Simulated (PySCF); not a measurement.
**Correlation energy of N²⁺ (nitrogen, charge +2)**

[He] 2s1 2p2, high-spin 4P determinant (an excited configuration). Computed with PySCF 2.14 in x2c-QZVPPall, with scalar relativity by spin-free X2C-1e. Frozen: 1s2; 3 electrons correlated.

| level | correlation energy (mhartree) |
| --- | --- |
| CCSD | -16.72 |
| (T) | -0.04 |
| CCSD(T) | -16.76 |

Diagnostics: T1 = 0.00099, D1 = 0.0018, largest double amplitude 0.018.

Cost of the coupled-cluster step: about 0.7 core-seconds, for 3 correlated electrons.
